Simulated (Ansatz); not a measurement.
Computed with Ansatz on PBE0-D4/def2-TZVP structures; ΔE is electronic, products minus reactants. CCSD(T)/CBS is the MP2 limit (def2-TZVPP, def2-QZVPP) plus CCSD(T) − MP2 in def2-TZVPP, frozen cores. Functionals use def2-TZVPP. def2 core potentials past Kr. For Br, In outer-core shells are correlated without core-valence functions, which leaves a few kJ/mol of doubt a bond. Scalar relativity is left out up to krypton. Each species was taken in one conformer, which may not be the lowest.

Consider the redistribution: `SB(Cl)Br` + `C=[C](F)[InH][CH3]` → `C=C(F)B(S)Cl` + `[CH3][InH][Br]`.

`SB(Cl)Br`:

Cartesian coordinates in Å:
```
S -0.681 0.712 -1.044
B 0.451 -0.016 0.127
Cl 2.136 0.410 -0.004
Br -0.114 -1.226 1.495
H -1.792 0.121 -0.573
```

`C=[C](F)[InH][CH3]`:

Z-matrix (Å, degrees):
```
C
In 1 2.144
H 1 1.090 2 110.5
H 1 1.091 2 111.0 3 -121.8
H 1 1.093 2 109.3 3 119.2
C 2 2.161 1 118.9 3 -19.7
H 2 1.725 1 126.2 3 160.9
F 6 1.360 2 116.6 1 0.9
C 6 1.327 2 125.8 1 -179.1
H 9 1.082 6 119.5 2 0.0
H 9 1.086 6 122.1 2 180.0
```

`C=C(F)B(S)Cl`:

```xyz
9

C     0.527    0.381    1.495
C    -0.491    0.224    0.655
F    -1.737    0.459    1.107
B    -0.384   -0.196   -0.840
S     1.206   -0.694   -1.499
Cl   -1.821   -0.175   -1.835
H     0.371    0.690    2.521
H     1.539    0.204    1.156
H     0.789   -0.893   -2.759
```

`[CH3][InH][Br]`:

```xyz
7

C    -0.786    0.133    0.726
In    0.654   -0.454   -0.733
Br    2.176    1.438   -1.326
H    -1.448   -0.689    0.997
H    -0.260    0.488    1.613
H    -1.373    0.960    0.324
H     1.037   -1.876   -1.600
```

CCSD(T)/CBS gives -114.7 kJ/mol.

**Question.** Another level gave -140.8 kJ/mol. Which?
A. CCSD/def2-TZVPP
B. HF/def2-TZVPP
C. MP2/def2-TZVPP
D. PBE0/def2-TZVPP

**Answer.** B. HF/def2-TZVPP -140.8, CCSD/def2-TZVPP -114.1, PBE0 -118.9, MP2/def2-TZVPP -107.5 kJ/mol.

Largest T1 diagnostic among the species: 0.013.

From PBE to PBE0 (25 % exact exchange), in def2-TZVPP and without D4, ΔE moves by −7.0 kJ/mol. In def2-TZVPP, CCSD(T) changes the Hartree–Fock value by +30.4 kJ/mol (the triples alone add +3.7 kJ/mol) and MP2 by +33.3 kJ/mol.
